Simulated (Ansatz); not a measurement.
`C[S][GeH2][CH3]` + HBr → `[CH3][GeH2][Br]` + CH₃SH at 500 K and 1 bar (ligand exchange at a Ge–S bond).

Calculated with Ansatz (gas phase, PBE0-D4/def2-TZVP geometries, no zero-point term in ΔE). CBS: MP2 limit from def2 TZ/QZ plus the TZ coupled-cluster correction, frozen cores. This one scheme is used for every species. For Br, Ge outer-core shells are correlated without core-valence functions, which leaves a few kJ/mol of doubt a bond. Scalar relativity is left out up to krypton. One conformer a species, not always the lowest.

```
          species  CCSD(T)/CBS energy (Eh)  H − E (kJ/mol)  S (J/(mol·K))
`C[S][GeH2][CH3]`              -2554.83183           289.9          433.3
              HBr              -2573.91920            30.5          213.7
`[CH3][GeH2][Br]`              -4690.53762           176.4          373.6
            CH₃SH               -438.22835           145.1          283.7
```

H − E and S are ideal-gas, rigid-rotor, harmonic terms from PBE0-D4/def2-TZVP, for one conformer and one mirror image of each species. 1 Eh = 2625.50 kJ/mol, R = 8.31446 J/(mol·K).

By hand: ΔE, ΔH, ΔS and ΔG.

ΔE = (-4690.53762) + (-438.22835) − (-2554.83183) − (-2573.91920) = -0.01494 Eh = -39.2 kJ/mol. Δ(H − E) = 176.4 + 145.1 − 289.9 − 30.5 = 1.1, so ΔH = -38.1 kJ/mol. ΔS = 373.6 + 283.7 − 433.3 − 213.7 = 10.3 J/(mol·K). ΔG = -38.1 − 500 × (10.3)/1000 = -43.2 kJ/mol.

By hand: the equilibrium constant, and the temperature at which ΔG would vanish if ΔH and ΔS stayed fixed.

log₁₀ K = −ΔG/(RT ln 10) = 4.5. ΔH and −TΔS have one sign here, so there is no such temperature.

The number of gas molecules stays the same, so ΔS is small and ΔH decides. A doubt of 5 kJ/mol in ΔE shifts log₁₀ K by 0.5 here. Other conformers and mirror images would add mixing entropy, several J/(mol·K) or more a flexible species. Modes under 60 cm⁻¹, often nearly free rotors, make the harmonic entropy too high. These are equilibria of isolated gas molecules and say nothing of rates. Largest T1 diagnostic: 0.010 (customary marks: 0.02 for closed shells, 0.045 for open ones).

ΔS is within the doubt of such terms, so its sign, and with it that verdict, could turn.
